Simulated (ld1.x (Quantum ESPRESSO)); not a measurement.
Before and after: TM potential for tin (Sn)

* Element: Sn (Z = 50)
* Generator: ld1.x (Quantum ESPRESSO) 7.5
* Type: norm-conserving Troullier–Martins (Kleinman–Bylander form)
* Functional: PBE
* Relativity: scalar-relativistic
* Frozen core: [Ar] 3d10
* Valence charge: 22
* Reference configuration: 4s2 4p6 4d10 5s1 5p3
* Partial waves: 4s (bound): rc 0.75 bohr; 4p (bound): rc 1.35 bohr; 4d (bound): rc 1.10 bohr
* Local potential: the d channel
* Core correction: none

Occupied shells without a wave of their own: 5p, 5s. They enter only through the test configuration that unscreens the potential.

Change: core correction a·sin(br)/r model core inside 0.44 bohr (5p, 5s counted twice).

Cutoffs: the cutoffs (Ry, on a coarse ladder) from which the occupation-weighted sum of valence levels, in a spherical-Bessel basis at the reference potential, stays within 10 and 1 mRy of its value at 400 Ry; they do not see the model core or the augmentation charge, which bear on the density cutoff. Errors are all-electron minus pseudo energies relative to the spin-unpolarised reference configuration.

Task: How do hardness, ghosts and transferability respond?

Result: Of the 7 tests that both files solve, the error grows in 5 and shrinks in 1 by more than 15 % and 0.3 meV (median size 67.3 → 177.2 meV); neither file shows a bound ghost. In the changed file ld1.x takes every shell without a wave as core, so the model core holds the 5p, 5s electrons as well and exchange and correlation see them twice. This cancels in the reference configuration, but the file is broken for other ones, and its errors say nothing about a proper core correction. A model core, the more so a compact one, raises the density cutoff, which this test does not measure.

| quantity | base | changed |
| --- | --- | --- |
| cutoff, loose | 260 Ry | 260 Ry |
| cutoff, tight | over 300 Ry | over 300 Ry |
| bound ghosts | none | none |
| largest miss of a reference level, eV | 0.13 | 0.13 |
| error for 4s2 4p6 4d10 5s2 5p2, meV [ΔE -6.98 eV] | +23 | +11 |
| error for 4s2 4p6 4d10 5s2 5p1, meV [ΔE -0.10 eV] | -144 | -333 |
| error for 4s2 4p6 4d10 5s2 5p0, meV [ΔE 13.85 eV] | -412 | -1071 |
| error for 4s2 4p5 4d10 5s2 5p2, meV [ΔE 90.54 eV] | -67 | -177 |
| error for 4s2 4p6 4d10 5s0 5p4, meV [ΔE 7.21 eV] | -14 | -25 |
| error for 4s2 4p6 4d10 5s0 5p0, meV [ΔE 85.95 eV] | -1238 | -3307 |
| error for 4s2 4p6 4d10 5s2 5p2.3, meV [ΔE -7.83 eV] | +55 | +48 |
| s: phases at 1.50 bohr within 0.05 rad from the reference energy up to (Ry; the scan ends near 5) | 1.0 | 1.0 |
| p: phases at 1.50 bohr within 0.05 rad from the reference energy up to (Ry; the scan ends near 5) | 1.9 | 1.9 |
| d: phases at 1.50 bohr within 0.05 rad from the reference energy up to (Ry; the scan ends near 5) | to the end of the scan | to the end of the scan |

Base: The 5p, 5s levels have no wave, so the channel is fitted at the deeper level alone: the likely source of the large errors.
